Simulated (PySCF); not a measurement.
# Fractional electron number in Nb⁺ (niobium, charge +1)

The 4d alpha orbital of [Kr] 4d4 is emptied in steps (occupation f), with all orbitals relaxed, ending at [Kr] 4d3. Calculation: PySCF 2.14, in def2-TZVPPD with the def2 core potential (28 electrons) (6s4p3d2f1g, 56 functions); a scalar-relativistic core potential. The exact energy is a straight line in f; departures are measured from the line between the end points of the same method.

```
  f  LC-wPBE (eV)
  1         0.000
0.9        -0.044
0.7        -0.107
0.5        -0.131
0.3        -0.111
0.1        -0.048
  0         0.000
```

Q: For LC-wPBE, how does the orbital energy at f = 1 compare with the removal energy?

A: −ε = 13.683 eV against a total-energy difference of 14.152 eV. By Janak's theorem ε = ∂E/∂f, so the gap between them reflects the curvature. Along the path −ε is 13.745 (f = 0.9), 13.930 (f = 0.7), 14.140 (f = 0.5), 14.357 (f = 0.3), 14.577 (f = 0.1) eV.

Reference removal energy between the ground levels: 14.32 eV (semi-empirical (NIST evaluation); NIST Atomic Spectra Database, ionization energies). The calculation has no spin-orbit coupling. The determinant left behind need not be the lowest term of the ion.
